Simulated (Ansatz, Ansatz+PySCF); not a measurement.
```xyz
6

N     0.0000    0.0000    0.0000
H     0.5945    0.5945    0.5945
H     0.5945   -0.5945   -0.5945
H    -0.5945    0.5945   -0.5945
H    -0.5945   -0.5945    0.5945
F    10.0000    0.0000    0.0000
```

Basis set: cc-pVDZ (spherical functions). Left uncorrelated: 2 orbitals. Charge 0, multiplicity 1.

Computed with Ansatz (development build ahead of 0.2.0); each method stands on the lowest determinant of its kind that the runs found. Restricted open shells among the atoms or ions are ROHF, correlated in semicanonical orbitals with singles. Restricted functionals stand beside restricted open-shell atoms, which can lie above the unrestricted atoms usual in DFT and then raise those values.

Task: Give the atomization energy at this shape (free ground-state atoms in the same class of orbitals less the molecule, no zero-point energy) of singlet NH4F in separate pieces by r²SCAN (unrestricted), ωB97X (unrestricted), r²SCAN (restricted), ωB97X (restricted), PBE (unrestricted), PBE0 (unrestricted), PBE (restricted), PBE0 (restricted), UHF-CCSDT(Q), UHF-CCSD(T), RHF-CCSD(T), UHF-MP2, RHF-MP2, UHF, RHF.

Result:

| method | atomization energy |
| --- | --- |
| r²SCAN (unrestricted) | 13.14 eV |
| ωB97X (unrestricted) | 11.79 eV |
| r²SCAN (restricted) | 12.79 eV |
| ωB97X (restricted) | 11.36 eV |
| PBE (unrestricted) | 13.82 eV |
| PBE0 (unrestricted) | 12.74 eV |
| PBE (restricted) | 13.58 eV |
| PBE0 (restricted) | 12.21 eV |
| UHF-CCSDT(Q) | 10.74 eV |
| UHF-CCSD(T) | 10.73 eV |
| RHF-CCSD(T) | 9.82 eV |
| UHF-MP2 | 10.57 eV |
| RHF-MP2 | 9.90 eV |
| UHF | 6.86 eV |
| RHF | 5.61 eV |

Caution for r²SCAN (unrestricted), ωB97X (unrestricted), r²SCAN (restricted), ωB97X (restricted), PBE (unrestricted), PBE0 (unrestricted), PBE (restricted), PBE0 (restricted): charge can spread falsely over distant fragments. Caution for r²SCAN (unrestricted), ωB97X (unrestricted), PBE (unrestricted), PBE0 (unrestricted): the unrestricted determinant is spin contaminated. Caution for r²SCAN (restricted), ωB97X (restricted), PBE0 (restricted), RHF-CCSD(T), RHF-MP2, RHF: an unrestricted determinant lies well below. Caution for UHF-CCSDT(Q), UHF-CCSD(T), UHF-MP2: a plain start can end on a higher determinant. Caution for UHF-CCSDT(Q), UHF-CCSD(T), RHF-CCSD(T), UHF-MP2, RHF-MP2: bonds are stretched, where a single reference can fail. Caution for UHF-CCSDT(Q), UHF-CCSD(T), UHF-MP2, UHF: the unrestricted determinant is a mixture of spin states.
